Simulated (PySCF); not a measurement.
Si(H)2(NCO)(OMe) (C2H5NO2Si), SMILES O([SiH2]N=C=O)C.

The structure is a stationary point at B3LYP-D3(BJ)/def2-SVP. Other conformers were not sampled.

Computed with PySCF with SMD-B3LYP/def2-SVP.

Solvation free energies are E(SMD) − E(gas) at the gas-phase geometry, for 1 M in both phases. In vacuum the dipole moment is 3.14 D.

Computed solvation free energies in water, ethanol, diethylether:
```
solvent       ΔG(solv) (kcal/mol)  its non-electrostatic (CDS) part  dipole (D)
------------  -------------------  --------------------------------  ----------
water                         2.3                               7.1        4.05
ethanol                      -0.2                               4.1        3.95
diethylether                 -2.7                              -0.8        3.57
```
